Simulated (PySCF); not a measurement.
## Energy of V⁺ (vanadium, charge +1) between two integer charges

The 3d alpha orbital of [Ar] 3d4 is emptied in steps (occupation f), with all orbitals relaxed, ending at [Ar] 3d3. All numbers are calculated (PySCF 2.14, the spin-free X2C one-electron Hamiltonian (Gaussian nucleus), in x2c-TZVPall (6s5p4d1f, 48 functions)). The exact energy is a straight line in f; departures are measured from the line between the end points of the same method.

```csv
f,PBE0 (eV),r2SCAN (eV)
1,0.000,0.000
0.75,-0.750,-1.034
0.5,-1.017,-1.395
0.25,-0.775,-1.059
0,0.000,0.000
```

| method | E(f=0) − E(f=1) (eV) | −ε at f=1 (eV) | −ε at f=0.5 (eV) |
| --- | --- | --- | --- |
| PBE0 | 14.982 | 11.079 | 14.916 |
| r2SCAN | 14.843 | 9.458 | 14.766 |

Orbital energy along the path (eV):

```csv
f,PBE0,r2SCAN
1,-11.079,-9.458
0.75,-12.933,-12.123
0.5,-14.916,-14.766
0.25,-17.003,-17.618
0,-19.175,-20.551
```

Reference removal energy between the ground levels: 14.634 ± 0.007 eV (measured; NIST Atomic Spectra Database, ionization energies). The calculation has no spin-orbit coupling. The determinant left behind need not be the lowest term of the ion.
